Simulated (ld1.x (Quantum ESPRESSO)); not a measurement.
# Ne (Z = 10): one change to a TM potential, before and after

neon (Ne), norm-conserving Troullier–Martins (Kleinman–Bylander form), made with ld1.x (Quantum ESPRESSO) 7.5 (PBEsol, non-relativistic). Core [He], reference 2s2 2p5 (charge +1). Waves: 2s (bound): rc 0.60 bohr; 2p (bound): rc 1.60 bohr. Local part: the p channel. Core correction: none.

Change: wave 2p (bound): rc 1.60 bohr becomes 2p (bound): rc 2.02 bohr.

Cutoffs: the cutoffs (Ry, on a coarse ladder) from which the occupation-weighted sum of valence levels, in a spherical-Bessel basis at the reference potential, stays within 10 and 1 mRy of its value at 400 Ry; they do not see the model core or the augmentation charge, which bear on the density cutoff. Errors are all-electron minus pseudo energies relative to the spin-unpolarised reference configuration.

Problem. Predict the effect on cutoff, ghosts and configuration errors.

Solution. Of the 6 tests that both files solve, the error grows in 5 and shrinks in 1 by more than 15 % and 0.3 meV (median size 69.3 → 196.3 meV); neither file shows a bound ghost.

| quantity | base | changed |
| --- | --- | --- |
| cutoff, loose | 200 Ry | 200 Ry |
| cutoff, tight | over 300 Ry | over 300 Ry |
| loose cutoff by channel (10 mRy a level) | s 120 Ry, p 60 Ry | s 120 Ry, p 45 Ry |
| bound ghosts | none | none |
| error for 2s2 2p6, meV [ΔE -22.41 eV] | -34 | +11 |
| error for 2s2 2p4, meV [ΔE 43.17 eV] | +104 | +351 |
| error for 2s2 2p3, meV [ΔE 110.47 eV] | +896 | +2305 |
| error for 2s2 2p5.5, meV [ΔE -13.57 eV] | -3.4 | +19 |
| error for 2s2 2p2, meV [ΔE 204.90 eV] | +3333 | +7400 |
| error for 2s1 2p6, meV [ΔE 23.12 eV] | +27 | -41 |
